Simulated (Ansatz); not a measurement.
Molecule: C₄H₄NS, net charge 0, doublet state. It need not be the lowest isomer of its formula. 
Structure (B3LYP-D3(BJ)/def2-TZVP (Ansatz, a program for electronic structure) minimum search):
```xyz
10

N     -2.1823    -0.6517    -0.4154
C     -0.8978    -0.3249    -0.1783
C     -0.5549     1.0535     0.0532
S      1.1109     1.0618     0.3066
C      1.3578    -0.6811     0.1169
C      0.1730    -1.2840    -0.1411
H     -2.8638     0.0899    -0.4220
H     -2.4790    -1.5975    -0.5835
H      2.3257    -1.1529     0.2020
H      0.0509    -2.3474    -0.2981
```
Charge 0, spin multiplicity 2.

Dipole moments at this geometry, in debye (magnitudes).

| level | program | dipole (D) |
|---|---|---|
| BLYP/def2-TZVPD | Ansatz | (withheld) |
| r2SCAN/def2-TZVPD | Ansatz | 4.55 |
| PBE0/def2-TZVPD | Ansatz | 4.53 |
| r2SCAN0/def2-TZVPD | Ansatz | 4.54 |
| HSE06/def2-TZVPD | Ansatz | 4.53 |
| CCSD(T)/aug-cc-pV(D+d)Z | Ansatz | (withheld) |

Question: Some entries are withheld; supply them.

Answer: 
- BLYP/def2-TZVPD, dipole (D): 4.43
- CCSD(T)/aug-cc-pV(D+d)Z, dipole (D): 4.50
